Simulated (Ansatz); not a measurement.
Basis sets compared for Na8⁺. Charge 1, multiplicity 2. Geometry r2SCAN/def2-SVP. Ansatz on 4 threads of Arm Neoverse N1 on a shared host; times are rough, and most runs start from earlier orbitals.

```xyz
8

Na   -2.532   -1.281   -1.668
Na    1.807   -1.175    2.918
Na    0.677   -2.801   -0.215
Na   -1.260    2.308   -1.209
Na    0.250    2.927    2.124
Na    0.542   -0.417   -3.223
Na   -1.256   -0.206    1.404
Na    1.772    0.645   -0.131
```

The structure comes from a short search, and lower isomers may exist.

| level | functions | energy (Eh) | HOMO (eV) | LUMO (eV) | wall time |
| --- | --- | --- | --- | --- | --- |
| PBE/def2-SVP | 120 | -1296.8571 | -5.81 | -5.31 | 10 s |
| PBE0/def2-SVP | 120 | -1296.9714 | -6.22 | -4.76 | 19 s |

Estimate the rows for PBE/def2-TZVP (with forces), PBE0/def2-TZVP.


```csv
level,functions,energy (Eh),HOMO (eV),LUMO (eV),wall time
PBE/def2-TZVP (with forces),256,-1297.3343,-5.85,-5.33,19 s
PBE0/def2-TZVP,256,-1297.4439,-6.26,-4.77,48 s
```
